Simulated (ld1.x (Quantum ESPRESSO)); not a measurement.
## u(r) = r·R(r): atom against pseudo-atom (sulfur)

Columns: radius, all-electron u(r) and pseudo u(r) of the 3p shell (level -7.65 eV) of sulfur in the configuration [Ne] 3s1 3p5; LDA (PZ), scalar-relativistic, ultrasoft scheme, ld1.x (Quantum ESPRESSO) 7.5.

```csv
r (bohr),all-electron,pseudo
0.080,0.1245,-0.0069
0.160,0.2733,-0.0273
0.240,0.3384,-0.0601
0.320,0.3225,-0.1038
0.400,0.2507,-0.1563
0.480,0.1467,-0.2153
0.560,0.0283,-0.2781
0.640,-0.0927,-0.3422
0.720,-0.2083,-0.4053
0.800,-0.3143,-0.4653
0.880,-0.4080,-0.5205
0.960,-0.4887,-0.5699
1.040,-0.5564,-0.6126
1.120,-0.6115,-0.6484
1.200,-0.6549,-0.6774
1.280,-0.6877,-0.6999
1.360,-0.7110,-0.7166
1.440,-0.7259,-0.7278
1.520,-0.7336,-0.7339
1.600,-0.7352,-0.7352
1.680,-0.7316,-0.7316
1.760,-0.7236,-0.7236
1.840,-0.7121,-0.7121
1.920,-0.6977,-0.6977
2.000,-0.6810,-0.6810
2.080,-0.6626,-0.6626
```

(1) How many radial nodes do the two functions have?

(2) At about which radius was the pseudo-wave matched?

(3) Where does each function peak?

(4) Is the pseudo-wave norm-conserving?

Results:

(1) The all-electron 3p function has n − l − 1 = 1; the pseudo-wave has 0, since the states of the same l below it are removed with the core.

(2) 1.60 bohr, where the columns begin to agree (steps of 0.08 bohr).

(3) Outermost all-electron maximum near 1.60 bohr, pseudo maximum near 1.60 bohr (to the table’s step).

(4) No, it belongs to an ultrasoft set: the norm inside the radius is not constrained, and the difference is carried by the augmentation charge.
